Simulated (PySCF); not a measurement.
All values below come from PySCF with TPSSh-D3(BJ)/def2-TZVP // r2SCAN-D4/def2-SVP. Gas-phase values, no solvent. One relaxed conformer stands for a flexible species; it need not be the lowest. 

Reference species: [Mo(Cl)4(OH)2] (neutral, multiplicity 1).

```yaml
coordination_number: 6
HOMO–LUMO gap: 2.44 eV
charge on the central atom (Mulliken): 1.10 e
```

Changed species: [Mo(Cl)(OH)5] (5 of 6 Cl replaced by OH; the reference has 2 of 6 Cl replaced by OH).

Q: Predict the effect on the coordination number, HOMO–LUMO gap and charge on the central atom (Mulliken).

A: the coordination number is nearly the same; the HOMO–LUMO gap rises by 0.87 eV, to 3.31 eV; the charge on the central atom (Mulliken) rises by 0.35 e, to 1.45 e.
